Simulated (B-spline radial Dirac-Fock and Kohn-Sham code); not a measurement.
# K-line shifts caused by a second vacancy in K

System: atomic potassium, 1s2 2s2 2p6 3s2 3p6 4s1.

Model: ΔSCF Dirac-Fock with Breit, self-energy and vacuum polarisation, finite nucleus, configuration average. Program: a radial finite-basis atomic code. Each two-hole energy is an average over J within one jj subconfiguration, not an observable level; in light atoms, where LS coupling holds, the j-resolved values are not observed lines, and for a K spectator the Kα1 hypersatellite is nearly forbidden. Correlation and solid-state effects are left out.

Lines without a spectator: Kα2 (K-L2) 3310.9 eV, Kα1 (K-L3) 3313.7 eV, Kβ3 (K-M2) 3590.1 eV, Kβ1 (K-M3) 3590.3 eV. Shifts in eV with one spectator hole (a dash: not computed, or left out as unreliable):

| spectator hole | Kα2 | Kα1 | Kβ3 | Kβ1 |
| --- | --- | --- | --- | --- |
| L2 (2p1/2) | +14.82 | +18.45 | – | +47.7 |
| L3 (2p3/2) | +17.73 | +16.75 | +46.9 | – |
| M2 (3p1/2) | – | +0.61 | +3.40 | +4.38 |
| M3 (3p3/2) | +0.56 | – | +4.27 | +3.98 |

Q: Where does the K-L3 hypersatellite lie, emitted when both K electrons are missing?

A: +194.2 eV from the normal line, at 3507.9 eV. Removing both K electrons costs 7486.2 eV, which is 258.2 eV more than twice the K binding energy. In light atoms the observed hypersatellite is the ¹S₀ → ¹P₁ component, which lies below this average, and the triplet component is nearly forbidden.

With n spectator holes in 2p, averaged over the 2p shell (energies in eV):

| n | KαLⁿ | step | hypersatellite KαʰLⁿ |
| --- | --- | --- | --- |
| 0 | 3312.7 | – | 3506.7 |
| 1 | 3330.1 | +17.3 | 3525.5 |
| 2 | 3348.8 | +18.7 | 3545.5 |
| 3 | 3368.8 | +20.0 | 3566.9 |
| 4 | 3390.2 | +21.4 | 3589.7 |
| 5 | 3412.9 | +22.7 | 3613.7 |
